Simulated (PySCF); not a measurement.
**Radial density of V²⁺ (vanadium, charge +2)**

UHF, [Ar] 3d3, high-spin 4F determinant. All numbers are calculated (PySCF 2.14, the non-relativistic Hamiltonian (point nucleus), in aug-cc-pVDZ).

```tsv
r (bohr)	4πr²ρ (e/bohr)	4πr²(ρα − ρβ)
0.00118	0.1360	0.0000
0.00199	0.3708	0.0000
0.00335	0.9858	0.0000
0.00563	2.511	0.0000
0.00947	5.957	-0.0001
0.0159	12.54	-0.0001
0.0268	21.67	-0.0002
0.0450	27.29	-0.0001
0.0758	23.12	0.0012
0.127	21.91	0.0152
0.214	29.67	0.1243
0.361	16.90	0.6470
0.607	9.581	1.7890
1.02	10.43	2.1830
1.72	2.524	1.0239
2.89	0.1736	0.1468
4.85	0.001788	0.0018
```
